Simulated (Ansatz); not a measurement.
Computed with Ansatz on PBE0-D4/def2-TZVP structures; ΔE is electronic, products minus reactants. CBS: MP2 limit from def2 TZ/QZ plus the TZ coupled-cluster correction, frozen cores. Functionals use def2-TZVPP. For Ge outer-core shells are correlated without core-valence functions, which leaves a few kJ/mol of doubt a bond. Scalar relativity is left out up to krypton. One conformer a species, not always the lowest.

`[OH][GeH2][C]#C[SiH](O)F` + `NBS` → `O[SiH](F)NBS` + `C#[C][GeH2][OH]`  (ligand exchange at the Si–C bond)

| level | ΔE (kJ/mol) |
| --- | --- |
| r2SCAN-D4 | -18.4 |
| PBE0-D4 | -17.5 |
| HF/def2-QZVPP | -25.4 |
| MP2/CBS(def2) | -21.3 |

Q: What does CCSD(T)/CBS give? (Best estimate.)

A: The calculation gave: -22.9 kJ/mol. The listed levels differ from it by 4.5, 5.4, -2.5, 1.6 kJ/mol.

Largest T1 diagnostic among the species: 0.012.

From PBE to PBE0 (25 % exact exchange), in def2-TZVPP and without D4, ΔE moves by −4.3 kJ/mol. The D4 term adds −3.6 kJ/mol with B3LYP and −1.9 kJ/mol with PBE0; it sums over pairs of atoms, weighted by their polarisabilities, and B3LYP, whose exchange is more repulsive, gets the larger term.

B3LYP here is the variant with VWN-RPA as its local correlation; programs differ in this.
